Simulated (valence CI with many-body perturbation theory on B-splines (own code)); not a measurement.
**Cs XLII: electric-dipole lines**

Calculated by valence CI with perturbative core correlation (CI+MBPT): four valence electrons over a frozen Dirac-Fock core [Ne], radial functions for each j: 11 s, 11 p, 10 d, 8 f, 5 g, 2 h, with the one-electron correlation potential Σ1 (screened to all orders), the two-electron term Σ2, the three-electron term Σ3, Breit, model QED; selected single and double excitations, second order for the rest, scaled by the run's own slope (own B-spline code, finite nucleus).

No measured spectrum was set against this ion. As an estimate, large intervals hold to a few tenths of a per cent, small ones and those within an open d or f shell to about a per cent. Among the levels kept, up to 650 cm⁻¹ of a level comes from second order outside the variational space, and about a tenth of that is noise between levels of different J, which matters for small intervals.

Lines 101 to 150 of 543 in falling wavelength, among levels below 697.29 eV, chosen from the strongest by gf and those to the six lowest levels. Wavelengths and rates use the calculated energies. Electric multipoles are in the length gauge, E1 and E2 with the static RPA response of the core. Weak lines are less certain than strong ones. Lines between different terms over intervals too small for the method are left out, as are lines whose strength nearly cancels. Where a level lies close to another of its J and parity, the split of strength between their lines is uncertain. The highest levels of a list are the least certain.

Levels are named by their leading jj configuration (3d3/2^4 stands for four electrons in 3d with j = 3/2), which in mixed levels can hold well under half, so a name can repeat and another be missing. Letters in brackets count levels of one name in rising energy.

| λ vac (nm) | Upper | Lower | A (s⁻¹) | S (a.u.) with core polarisation | S without |
| --- | --- | --- | --- | --- | --- |
| 7.011 | (3s 3p1/2 3d5/2^2) J=4 [b] | (3s 3p1/2 3p3/2 3d5/2) J=3 [b] | 1.12e+10 | 1.71e-02 | 1.74e-02 |
| 7.011 | (3p1/2 3p3/2^2 3d5/2) J=4 [a] | (3s 3p1/2 3p3/2 3d5/2) J=3 [d] | 1.51e+10 | 2.31e-02 | 2.35e-02 |
| 6.979 | (3s 3p1/2 3p3/2 3d5/2) J=2 [b] | (3s 3p1/2 3p3/2^2) J=3 | 2.00e+10 | 1.68e-02 | 1.71e-02 |
| 6.965 | (3p1/2 3p3/2^2 3d5/2) J=3 [d] | (3s^2 3d3/2^2) J=2 [b] | 5.07e+10 | 5.92e-02 | 6.02e-02 |
| 6.951 | (3s 3p1/2 3d3/2 3d5/2) J=3 [d] | (3s 3p1/2 3p3/2 3d5/2) J=3 [a] | 1.95e+10 | 2.26e-02 | 2.30e-02 |
| 6.944 | (3p1/2 3p3/2^2 3d5/2) J=3 [a] | (3s 3p1/2 3p3/2 3d5/2) J=2 [b] | 1.68e+10 | 1.94e-02 | 1.98e-02 |
| 6.944 | (3s 3p1/2 3p3/2 3d5/2) J=0 | (3s 3p1/2 3p3/2^2) J=1 [b] | 1.24e+11 | 2.05e-02 | 2.09e-02 |
| 6.937 | (3s 3p1/2 3p3/2 3d5/2) J=4 [b] | (3s 3p1/2 3p3/2^2) J=3 | 3.58e+10 | 5.31e-02 | 5.40e-02 |
| 6.906 | (3s 3p3/2^2 3d5/2) J=1 [b] | (3s 3p3/2^3) J=1 | 9.13e+10 | 4.45e-02 | 4.53e-02 |
| 6.890 | (3s 3p1/2 3d3/2 3d5/2) J=3 [c] | (3s 3p1/2 3p3/2 3d3/2) J=2 [d] | 5.08e+10 | 5.74e-02 | 5.84e-02 |
| 6.876 | (3s 3p3/2^2 3d5/2) J=4 [b] | (3s^2 3p3/2 3d3/2) J=3 | 1.34e+10 | 1.94e-02 | 1.97e-02 |
| 6.873 | (3s 3p1/2^2 3d5/2) J=3 | (3s 3p1/2^2 3p3/2) J=2 | 4.69e+10 | 5.26e-02 | 5.35e-02 |
| 6.855 | (3p1/2 3p3/2^2 3d5/2) J=2 [c] | (3p1/2 3p3/2^3) J=1 | 1.86e+11 | 1.48e-01 | 1.51e-01 |
| 6.855 | (3s 3p1/2 3d3/2 3d5/2) J=3 [a] | (3s 3p1/2 3p3/2 3d3/2) J=2 [b] | 6.25e+10 | 6.96e-02 | 7.08e-02 |
| 6.849 | (3s 3p3/2 3d3/2^2) J=2 [b] | (3p1/2 3p3/2^3) J=1 | 3.86e+10 | 3.06e-02 | 3.11e-02 |
| 6.846 | (3p1/2 3p3/2^2 3d5/2) J=1 | (3p1/2 3p3/2^3) J=1 | 1.25e+11 | 5.94e-02 | 6.05e-02 |
| 6.838 | (3s 3p1/2 3p3/2 3d3/2) J=3 [b] | (3s 3p1/2 3p3/2^2) J=2 [a] | 2.13e+10 | 2.35e-02 | 2.40e-02 |
| 6.835 | (3p1/2 3p3/2^2 3d5/2) J=3 [b] | (3s 3p1/2 3p3/2 3d5/2) J=2 [d] | 9.50e+10 | 1.05e-01 | 1.07e-01 |
| 6.829 | (3p1/2^2 3p3/2 3d5/2) J=3 | (3s 3p1/2 3p3/2 3d3/2) J=2 [a] | 1.01e+11 | 1.11e-01 | 1.13e-01 |
| 6.827 | (3p1/2 3p3/2^2 3d5/2) J=3 [d] | (3s^2 3d3/2^2) J=2 [a] | 8.12e+10 | 8.93e-02 | 9.09e-02 |
| 6.822 | (3s^2 3d5/2^2) J=4 | (3s^2 3p3/2 3d5/2) J=3 | 1.35e+11 | 1.91e-01 | 1.94e-01 |
| 6.816 | (3s 3p1/2 3d3/2 3d5/2) J=4 [a] | (3s 3p1/2 3p3/2 3d3/2) J=3 [a] | 6.91e+10 | 9.72e-02 | 9.89e-02 |
| 6.802 | (3s 3p1/2 3p3/2 3d5/2) J=2 [d] | (3s 3p1/2 3p3/2^2) J=1 [b] | 1.22e+11 | 9.44e-02 | 9.61e-02 |
| 6.799 | (3p1/2 3p3/2^2 3d5/2) J=2 [b] | (3s^2 3d3/2^2) J=2 [b] | 7.20e+10 | 5.58e-02 | 5.68e-02 |
| 6.797 | (3s 3p1/2 3d5/2^2) J=3 | (3s 3p1/2 3p3/2 3d5/2) J=3 [b] | 2.27e+10 | 2.46e-02 | 2.50e-02 |
| 6.786 | (3s 3p1/2 3p3/2 3d5/2) J=3 [d] | (3s 3p1/2 3p3/2^2) J=2 [b] | 1.38e+11 | 1.49e-01 | 1.52e-01 |
| 6.777 | (3s 3p3/2 3d3/2 3d5/2) J=1 | (3s 3p3/2^2 3d3/2) J=1 [a] | 3.74e+10 | 1.72e-02 | 1.75e-02 |
| 6.773 | (3s 3p3/2^2 3d3/2) J=2 [b] | (3s^2 3p3/2 3d5/2) J=1 | 3.16e+10 | 2.43e-02 | 2.47e-02 |
| 6.770 | (3s 3p1/2 3p3/2 3d5/2) J=2 [c] | (3s 3p1/2 3p3/2^2) J=2 [b] | 3.44e+10 | 2.63e-02 | 2.68e-02 |
| 6.768 | (3s 3p1/2 3d5/2^2) J=3 | (3s 3p1/2 3p3/2 3d5/2) J=4 [b] | 1.81e+10 | 1.94e-02 | 1.97e-02 |
| 6.765 | (3s^2 3p3/2 3d5/2) J=1 | (3s^2 3p3/2^2) J=0 | 7.65e+10 | 3.51e-02 | 3.57e-02 |
| 6.755 | (3s 3p1/2 3p3/2 3d5/2) J=3 [b] | (3s^2 3p1/2 3d5/2) J=2 | 3.69e+10 | 3.93e-02 | 4.00e-02 |
| 6.736 | (3s 3p1/2 3d3/2 3d5/2) J=2 [c] | (3s 3p1/2 3p3/2 3d3/2) J=1 [b] | 5.43e+10 | 4.10e-02 | 4.17e-02 |
| 6.726 | (3s 3p1/2 3d5/2^2) J=2 [b] | (3s 3p1/2 3p3/2 3d5/2) J=2 [b] | 2.93e+10 | 2.20e-02 | 2.24e-02 |
| 6.720 | (3s 3p3/2^2 3d5/2) J=5 | (3s^2 3p3/2 3d5/2) J=4 | 6.92e+10 | 1.14e-01 | 1.16e-01 |
| 6.718 | (3s 3p1/2 3p3/2 3d5/2) J=1 [b] | (3s 3p1/2 3p3/2^2) J=0 | 7.78e+10 | 3.49e-02 | 3.55e-02 |
| 6.710 | (3s 3p1/2 3d5/2^2) J=4 [a] | (3s 3p1/2 3p3/2 3d3/2) J=3 [b] | 9.03e+10 | 1.21e-01 | 1.23e-01 |
| 6.710 | (3p1/2 3p3/2^2 3d5/2) J=4 [b] | (3s 3p1/2 3p3/2 3d5/2) J=3 [d] | 1.25e+11 | 1.68e-01 | 1.71e-01 |
| 6.705 | (3s 3p1/2 3p3/2 3d5/2) J=1 [c] | (3s 3p1/2 3p3/2^2) J=1 [a] | 1.14e+11 | 5.11e-02 | 5.20e-02 |
| 6.694 | (3p1/2 3p3/2^2 3d3/2) J=4 | (3s 3p1/2 3p3/2 3d5/2) J=4 [b] | 2.03e+10 | 2.70e-02 | 2.76e-02 |
| 6.690 | (3s 3p1/2 3d3/2 3d5/2) J=2 [a] | (3s 3p1/2 3p3/2 3d3/2) J=1 [a] | 6.06e+10 | 4.48e-02 | 4.56e-02 |
| 6.684 | (3p1/2^2 3p3/2 3d5/2) J=1 | (3s 3p1/2 3p3/2 3d3/2) J=0 [a] | 5.10e+10 | 2.26e-02 | 2.30e-02 |
| 6.681 | (3s 3p1/2 3d3/2 3d5/2) J=5 | (3s 3p1/2 3p3/2 3d3/2) J=4 | 8.33e+10 | 1.35e-01 | 1.37e-01 |
| 6.667 | (3p1/2 3p3/2^2 3d5/2) J=2 [b] | (3s^2 3d3/2^2) J=2 [a] | 1.35e+11 | 9.89e-02 | 1.01e-01 |
| 6.647 | (3s 3p3/2 3d3/2 3d5/2) J=2 | (3s 3p3/2^2 3d3/2) J=2 [a] | 9.45e+10 | 6.85e-02 | 6.98e-02 |
| 6.642 | (3s 3p3/2^2 3d3/2) J=3 [a] | (3s^2 3p3/2 3d5/2) J=2 | 2.06e+10 | 2.09e-02 | 2.12e-02 |
| 6.642 | (3s 3p1/2 3p3/2 3d5/2) J=2 [c] | (3s 3p1/2 3p3/2^2) J=1 [a] | 1.09e+11 | 7.86e-02 | 8.00e-02 |
| 6.632 | (3s 3p3/2 3d3/2 3d5/2) J=2 | (3s 3p3/2^2 3d3/2) J=1 [a] | 2.62e+10 | 1.89e-02 | 1.92e-02 |
| 6.628 | (3s 3p1/2 3d3/2 3d5/2) J=3 [b] | (3s 3p1/2 3p3/2 3d3/2) J=4 | 2.54e+10 | 2.55e-02 | 2.60e-02 |
| 6.626 | (3p1/2 3p3/2^2 3d3/2) J=3 [a] | (3s 3p1/2 3p3/2 3d5/2) J=3 [a] | 1.70e+10 | 1.71e-02 | 1.74e-02 |
